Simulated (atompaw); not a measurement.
Before and after: PAW (atompaw) potential for terbium

terbium, PAW, made with atompaw 4.2.0.5 (PBE, scalar-relativistic). Core [Kr] 4d10 4f8, reference 5s2 5p6 5d1 6s2 6p0. Waves: 5s (bound): rc 2.35 bohr; 6s (bound): rc 2.05 bohr; 5p (bound): rc 2.10 bohr; 6p (bound, empty): rc 2.05 bohr; 5d (bound): rc 3.00 bohr; 5d channel at 0.25 Ry: rc 3.00 bohr. Local part: ultrasoft scheme with l = 3 at 0.5 Ry, radius 2.60 bohr. Core correction: smooth core density matched at 2.35 bohr. Augmentation charge: sinc compensation charge, radius 2.20 bohr; PAW radius 3.00 bohr; waves and projectors: custom polynom vanderbiltortho.

Change: augmentation sinc compensation charge, radius 2.20 bohr; PAW radius 3.00 bohr; waves and projectors: custom rrkj vanderbiltortho.

Cutoffs: the cutoffs (Ry, on a coarse ladder) from which the occupation-weighted sum of valence levels, in a spherical-Bessel basis at the reference potential, stays within 10 and 1 mRy of its value at 400 Ry; they do not see the model core or the augmentation charge, which bear on the density cutoff.

What does the change do?

The potential gets neither clearly harder nor softer (18 Ry and 30 Ry → 18 Ry and 30 Ry); the p channel sets the loose cutoff, while the largest relative change is in s, which becomes harder; the range in which the d phases agree widens (upper end 2.3 → at the end of the scan); neither file shows a bound ghost.

```csv
quantity,base,changed
"cutoff, loose",18 Ry,18 Ry
"cutoff, tight",30 Ry,30 Ry
loose cutoff by channel (10 mRy a level),"s 8 Ry, p 15 Ry, d 8 Ry","s 12 Ry, p 15 Ry, d 8 Ry"
bound ghosts,none,none
s: phases at 3.01 bohr within 0.05 rad from the reference energy up to (Ry; the scan ends near 5),3.8,to the end of the scan
p: phases at 3.01 bohr within 0.05 rad from the reference energy up to (Ry; the scan ends near 5),to the end of the scan,to the end of the scan
d: phases at 3.01 bohr within 0.05 rad from the reference energy up to (Ry; the scan ends near 5),2.3,to the end of the scan
lowest overlap eigenvalue by channel,"s 0.53, p 0.90, d 0.95","s 0.13, p 0.29, d 0.98"
```

 The cutoffs see the waves, projectors and local potential, not the compensation charge or the core.
